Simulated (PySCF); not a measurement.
Planning a geometry optimisation on `[CH3][Cd][C](F)(F)F` (CdMe(CF3)).

Method: PBE0-D3(BJ)/def2-SVP geometry optimisation, gas phase, def2 core potentials past Kr (PySCF 2.14.0). Work: geometry optimisation from a GFN2-xTB start shaken at random, density fitting. The input is one job of a driver script: a line of settings, then coordinates in Å.

Input:
```
{"job": {"xc": "PBE0", "basis": "def2-SVP", "d3": "d3bj", "grid": 1, "maxiter": 30, "shake": 0.03, "kind": "geom"}, "charge": 0, "multiplicity": 1}
Cd     0.047180     0.298160     0.075310
C     -0.034230    -0.025370     2.188830
H     -0.899390     0.513740     2.639280
H      1.014170     0.343460     2.621110
H     -0.134320    -1.097170     2.361440
C      0.007490     0.225800    -2.151960
F     -1.061910    -0.631060    -2.286260
F      1.138230    -0.662530    -2.257770
F      0.055510     0.965530    -3.215640
```

Hardware: an Arm Neoverse V2 with one thread, shared host with 96 logical CPUs at a one-minute load of 25. PySCF's memory limit was set to 2320 MB.

Problem. How large is the basis?

Solution. 116 functions.

Problem. What wall time should be expected on this hardware?

Solution. About 58 s. The run took 12 energy-and-gradient evaluations and 83 SCF cycles, 4.8 s an evaluation on average.

Problem. Estimate the peak memory.

Solution. About 0.47 GiB. Peak memory is the resident size of the whole Python process, interpreter and libraries included.

The host was shared with other jobs, so the times are rough.

The run converged: final energy -544.58970 Eh after 11 steps; dipole 2.70 D.
